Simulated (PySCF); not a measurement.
C₂H₇BFNS, SMILES B(F)(N(C)C)S.

The structure is a stationary point at PBE0-D3(BJ)/def2-SVP. The structure was generated by enumeration, and PubChem lists no compound with its InChIKey, so it may never have been made. Other conformers were not sampled.

Two levels are set side by side: PBE/def2-TZVP (PySCF) and B3LYP/def2-TZVP (PySCF). Same geometry, gas phase. Differences are taken from unrounded values.

```
quantity                     B3LYP    PBE  PBE minus B3LYP
---------------------------  -----  -----  ---------------
orbital gap (eV)              6.88   5.26            -1.62
highest occupied level (eV)  -6.75  -5.72             1.03
lowest empty level (eV)       0.14  -0.45            -0.59
dipole moment (D)             3.12   3.09            -0.03
mean polarisability (bohr³)   66.6   68.9              2.3
```

PBE's occupied levels lie high since its potential decays too fast outside the molecule; exact exchange lowers them and widens the gap. PBE's more diffuse valence density responds more strongly to a field. Differences between two approximate levels are no errors against the true value.

Rough cost on one machine, each run with all the roots and properties that it gave: B3LYP against PBE within a factor of 2.
